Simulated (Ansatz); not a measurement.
`[Cl][Ge]([Cl])([Cl])[Cl]` and `[Cl][Ge]([Cl])([Cl])[I]` differ in one atom or group.

Ansatz, PBE0-D4/def2-TZVP geometries, multiplicity 1. 

Elements past krypton have def2 core potentials. Scalar relativity is left out up to krypton.

```tsv
property	`[Cl][Ge]([Cl])([Cl])[Cl]`
HOMO–LUMO gap (PBE/def2-TZVPP) / eV	5.00
LUMO energy (PBE0/def2-TZVPP) / eV	-2.23
size of the dipole moment (ωB97M-V/def2-TZVPP) / D	0.00
HOMO–LUMO gap (B3LYP/def2-TZVPP) / eV	6.81
HOMO energy (PBE/def2-TZVPP) / eV	-8.20
LUMO energy (PBE/def2-TZVPP) / eV	-3.20
```

**Question.** Give the same properties after the change, and the shifts. (An estimate is asked.)

**Answer.** Computed: 
| property | `[Cl][Ge]([Cl])([Cl])[I]` | shift |
| --- | --- | --- |
| HOMO–LUMO gap (PBE/def2-TZVPP) / eV | 3.70 | -1.30 |
| LUMO energy (PBE0/def2-TZVPP) / eV | -2.68 | -0.45 |
| size of the dipole moment (ωB97M-V/def2-TZVPP) / D | 1.00 | 1.00 |
| HOMO–LUMO gap (B3LYP/def2-TZVPP) / eV | 5.20 | -1.61 |
| HOMO energy (PBE/def2-TZVPP) / eV | -7.23 | 0.97 |
| LUMO energy (PBE/def2-TZVPP) / eV | -3.53 | -0.33 |

With PBE0 the HOMO rises by 1.24 eV and the LUMO falls by 0.45 eV, so the gap narrows by about 1.69 eV. PBE moves the HOMO by 0.97 eV and ωB97M-V by 1.35 eV.

B3LYP here is the variant with VWN-RPA as its local correlation; programs differ in this.

Spin–orbit coupling is left out; it splits and shifts lone-pair levels of the heavy atoms by tenths of an eV.
